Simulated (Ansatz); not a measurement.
`N=C[NH][AlH][F]`. Charge 0, multiplicity 1. Geometry: relaxed with PBE0-D4/def2-TZVP. It is one conformer, not always the lowest.

```xyz
9

N    -1.328   -0.575   -1.297
C    -0.376    0.255   -1.249
N     0.487    0.528   -0.196
Al    0.565   -0.177    1.443
F    -0.533   -1.341    1.831
H    -1.442   -1.091   -0.424
H    -0.180    0.854   -2.143
H     1.161    1.243   -0.434
H     1.645    0.304    2.470
```

What is the dipole moment at PBE/def2-TZVPP? (Best estimate.)

Ansatz gave: 3.79 D, with components (2.95, 2.10, 1.13) D in this frame, pointing from negative to positive charge.

And with r2SCAN, B3LYP, ωB97M-V? (Estimate.)

Ansatz gave: r2SCAN 3.90 D, B3LYP 3.97 D, ωB97M-V 3.97 D.

Give the Mulliken charges with PBE, ωB97M-V, B3LYP in def2-TZVPP. (An estimate is asked.)

Ansatz gave: 
```tsv
atom	PBE	ωB97M-V	B3LYP
N1	-0.27	-0.30	-0.29
C2	0.00	0.07	0.04
N3	-0.20	-0.26	-0.26
Al4	0.53	0.60	0.63
F5	-0.31	-0.34	-0.36
H6	0.13	0.11	0.13
H7	0.08	0.10	0.09
H8	0.14	0.11	0.13
H9	-0.09	-0.08	-0.11
```

B3LYP here is the variant with VWN-RPA as its local correlation; programs differ in this.
